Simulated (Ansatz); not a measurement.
Consider the redistribution: `CB(S)Br` + `[SiH3]/C=C/C[SiH3]` → `CB(S)C[SiH3]` + `[SiH3]/C=C/Br`.

Gas-phase electronic energies from Ansatz, PBE0-D4/def2-TZVP geometries. CBS: MP2 limit from def2 TZ/QZ plus the TZ coupled-cluster correction, frozen cores. Double bonds are as drawn, so ΔE can hold a change between cis and trans. DFT in def2-TZVPP. For Br outer-core shells are correlated without core-valence functions, which leaves a few kJ/mol of doubt a bond. Scalar relativity is left out up to krypton. Each species was taken in one conformer, which may not be the lowest.

```csv
level,ΔE (kcal/mol)
PBE0-D4,18.5
SCS-MP2/def2-QZVPP,18.9
```

Question: What does CCSD(T)/CBS give? (An estimate is asked.)

Answer: Ansatz gave: +18.9 kcal/mol. The listed levels differ from it by -0.4, 0.0 kcal/mol.

Largest T1 diagnostic among the species: 0.012.

From PBE to PBE0 (25 % exact exchange), in def2-TZVPP and without D4, ΔE moves by +1.0 kcal/mol. In def2-TZVPP, CCSD(T) changes the Hartree–Fock value by −2.4 kcal/mol (the triples alone add −0.3 kcal/mol) and MP2 by −1.9 kcal/mol.
